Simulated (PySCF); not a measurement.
# A survey of ¹⁷O NMR shifts

PySCF 2.14 calculation with geometry from GFN2-xTB and PBE0/pcSseg-1 with gauge-including orbitals; no solvent, one computed conformer, non-relativistic, one averaged value for each set of equivalent atoms.

Shieldings were converted by a linear fit to measured shifts: ¹⁷O: δ = 266.70 − 0.911σ (rms 10.7 ppm, 155 shifts, 12.2 ppm with the 3 outliers that the fit left out vs liquid water, solution or neat liquid). Occasional misses reach two or three times the rms, and more in compound classes unlike the fitted ones.

Give the ¹⁷O shifts of `CS[SiH2]C[C@H]([SiH3])C(C)=O`, `CC(C)(C)c1occ(C=O)p1`, `CCO[C@@H]1O[C@H]1OC(F)F`, `CC(C)O/C=C\[SiH2]S[SiH3]`.

Results:


| compound | environment | δ (ppm) |
| --- | --- | --- |
| CS[SiH2]C[C@H]([SiH3])C(C)=O | ketone oxygen | 505.1 |
| [CH3:1][C:2]([CH3:3])([CH3:4])[c:5]1[o:6][cH:7][c:8]([CH:9]=[O:10])[p:11]1 | O10: aldehyde oxygen | 555.5 |
| [CH3:1][C:2]([CH3:3])([CH3:4])[c:5]1[o:6][cH:7][c:8]([CH:9]=[O:10])[p:11]1 | O6: aromatic ring oxygen | 281.4 |
| [CH3:1][CH2:2][O:3][C@@H:4]1[O:5][C@H:6]1[O:7][CH:8]([F:9])[F:10] | O7: ether oxygen | 92.2 |
| [CH3:1][CH2:2][O:3][C@@H:4]1[O:5][C@H:6]1[O:7][CH:8]([F:9])[F:10] | O5: ether oxygen | 57.2 |
| [CH3:1][CH2:2][O:3][C@@H:4]1[O:5][C@H:6]1[O:7][CH:8]([F:9])[F:10] | O3: ether oxygen | 38.1 |
| CC(C)O/C=C\[SiH2]S[SiH3] | ether oxygen | 115.8 |
